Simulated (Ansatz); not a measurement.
`C=CBB(C)S`. The species carries charge 0 and has multiplicity 1.

```xyz
14

C    -2.481   -1.239   -0.503
C    -1.368   -0.864    0.139
B    -0.430    0.209   -0.453
B     0.980    0.741    0.260
C     2.420    0.177   -0.015
S     0.865    2.086    1.443
H    -3.154   -2.003   -0.121
H    -2.753   -0.783   -1.451
H    -1.147   -1.355    1.086
H    -0.788    0.701   -1.494
H     3.220    0.667    0.544
H     2.449   -0.895    0.214
H     2.650    0.254   -1.083
H    -0.462    2.305    1.433
```

**Question.** What are the harmonic wavenumbers in cm⁻¹ at PBE0-D4/def2-TZVP (Ansatz, finite differences of forces, unscaled)? (Best estimate.)

**Answer.** Computed: 48, 76, 89, 117, 172, 233, 355, 432, 453, 565, 618, 793, 795, 845, 855, 924, 1009, 1038, 1056, 1059, 1104, 1217, 1318, 1325, 1446, 1452, 1454, 1658, 2549, 2684, 3031, 3094, 3120, 3127, 3139, 3220.

**Question.** Is this a minimum?

**Answer.** Yes, all 36 modes are real.

**Question.** Give the ideal-gas thermochemistry at 298.15 K and 1 bar (rigid rotor, harmonic oscillator; point group C1, symmetry number 1).

**Answer.** Zero-point energy 277.9 kJ/mol; H(298) − E = 303.5 kJ/mol; entropy 389.1 J/(mol·K), of which translation 166.0, rotation 118.1, vibration 105.0; G(298) − E = 187.5 kJ/mol. Modes under 100 cm⁻¹ are hindered rotations or soft bends, so the harmonic entropy is rough.

**Question.** And at 400, 500, 600, 800 and 1000 K?

**Answer.** 
| T (K) | H − E (kJ/mol) | S (J/mol/K) | G − E (kJ/mol) |
| --- | --- | --- | --- |
| 400 | 318.3 | 431.6 | 145.7 |
| 500 | 335.4 | 469.7 | 100.6 |
| 600 | 354.7 | 504.8 | 51.8 |
| 800 | 398.2 | 567.2 | -55.5 |
| 1000 | 446.8 | 621.3 | -174.5 |

**Question.** Rotational constants (cm⁻¹)?

**Answer.** 0.1536, 0.04504, 0.03707.
